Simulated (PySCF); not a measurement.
**Ne³⁺ (neon, charge +3) across methods**

[He] 2s2 2p3, high-spin 4S determinant. Computed with PySCF 2.14 in aug-cc-pVDZ-DK, with the spin-free X2C one-electron Hamiltonian (Gaussian nucleus).

```
   method  E (hartree)  mean ε 2s α (eV)  mean ε 2s β (eV)  mean ε 2p α (eV)  Σ⟨r²⟩ (bohr²)   ⟨S²⟩
   r2SCAN    -124.3766           -109.41           -98.346           -85.262          3.676  3.752
     PW91    -124.3593           -106.65           -98.245           -83.963          3.694  3.751
      UHF   -124.19265           -127.03           -107.05           -98.360          3.667  3.753
      PBE    -124.2928           -106.57           -98.150           -83.794          3.698  3.751
CAM-B3LYP    -124.3738           -112.74           -102.69           -88.936          3.693  3.751
     BLYP    -124.3909           -106.29           -98.385           -83.683          3.696  3.751
      LDA    -123.6319           -105.90           -97.875           -83.739          3.710  3.751
   M06-2X    -124.3962           -115.46           -104.21           -90.885          3.678  3.751
```

Q: Estimate the same row for PBE0.

A: E (hartree) = -124.3175; mean ε 2s α (eV) = -111.87; mean ε 2s β (eV) = -100.86; mean ε 2p α (eV) = -87.615; Σ⟨r²⟩ (bohr²) = 3.686; ⟨S²⟩ = 3.751.
